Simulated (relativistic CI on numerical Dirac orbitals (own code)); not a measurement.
**Hg3+: sensitivity of the levels to the model**

Base calculation: Dirac-Coulomb-Breit CI, KLI orbitals optimised for each configuration, model QED (radiative potential, 1s self-energy scaled to tabulated hydrogen-like ionisation energies), valence Slater integrals scaled by 0.85, P86 correlation energy added to each configuration.

CI space (outside the closed core [Kr] 4d10 4f14 5s2): 5p6 5d9, 5p6 5d8 6s, 5p6 5d8 6p, 5p6 5d8 5f, 5p6 5d8 6d, 5p6 5d8 7s, 5p6 5d7 6s 6p, 5p6 5d8 7p, 5p6 5d8 8s, 5p6 5d8 7d, 5p6 5d8 6f, 5p6 5d8 8p, 5p5 5d10, 5p6 5d8 5g, 5p6 5d8 8d, 5p6 5d7 5f 6s, 5p6 5d7 6p 7s, 5p6 5d7 6s2, 5p6 5d6 6s2 6p, 5p6 5d6 5f 6s2, 5p6 5d6 6s2 6d, 5p6 5d6 6s2 7s, 5p6 5d6 6s2 7p, 5p6 5d7 6s 7s, 5p6 5d6 6s 6p 7s, 5p6 5d6 5f 6s 7s, 5p6 5d6 6s 6d 7s, 5p6 5d6 6s 7s2, 5p6 5d6 6s 7s 7p. Double excitations out of closed p, d and f shells are left out; levels of such configurations are missing from the list, as are those of other unlisted configurations, and high levels can miss mixing partners.

Variants: (1) valence Slater integrals scaled by 0.75; (2) no correlation estimate; (3) Breit term removed; (4) QED terms removed. Shifts of the energy above 5p6 5d9 2D_5/2, in cm⁻¹, for the lowest level and the first level of each name with at least 55 % of one term (blank where a level changes its place among those of its configuration and J or its character, or is not in the variant):

```tsv
Level	Base	Δ(1)	Δ(2)	Δ(3)	Δ(4)
5p6 5d9 2D_5/2	0.0	0.0	0.0	0.0	0.0
5p6 5d9 2D_3/2	14756.0	-35.5	-11.2	+352.1	-40.9
5p6 5d8 6s 4F_9/2	65309.3	+1163.6	-3763.1	-289.6	-400.3
5p6 5d8 6s 4F_7/2	71493.3	+655.9	-3768.0	-228.8	-401.2
5p6 5d8 6s 4F_5/2	82436.1	+809.5	-3765.7	+48.0	-435.5
5p6 5d8 6s 2F_7/2	83970.3	+374.1	-3773.7	+13.4	-422.3
5p6 5d8 6s 4P_1/2	88544.5	-857.3	-3768.2	-158.4	-416.1
5p6 5d8 6s 4P_3/2	89389.0	+139.2	-3771.6	+70.3	-440.2
5p6 5d8 6s 2G_9/2	97614.2	-1021.2	-3777.6	+54.9	-433.1
5p6 5d8 6s 2G_7/2	98432.8	-1057.6	-3777.6	+68.9	-433.2
5p6 5d8 6s 2P_1/2	100111.3	-1340.1	-3819.8	+9.7	-426.4
5p6 5d8 6s 2S_1/2	130049.5	-3438.8	-3782.7	+297.7	-462.7
5p6 5d8 6p 4D°_7/2	133751.6	+1856.6	-5751.4	-469.1	-72.7
5p6 5d8 6p 4G°_7/2	149426.8	+1671.7	-5750.5	-120.0	-107.0
```

For a near-neutral ion this model can misplace configurations by up to about 10,000 cm⁻¹ (more where the count of f electrons changes) and terms by 10 to 25 % of their spread. Rates follow the energies as ν³ (E1, M1) or ν⁵ (E2), so they and the lifetimes can be off by large factors. The fine structure of a lone outer electron comes out too small, for d and f at times inverted, and misplaced configurations move strength between like terms.

Ionisation energy from the two ground configurations alone: base 47.86 eV; valence Slater integrals scaled by 0.75 47.97 eV; no correlation estimate 46.45 eV; Breit term removed 47.84 eV. The NIST ASD value (measured) is 48.55 eV.

LS names give the leading component of a level, which can be under half, so a name can repeat, a term be missing and a line seem to break the LS rules.
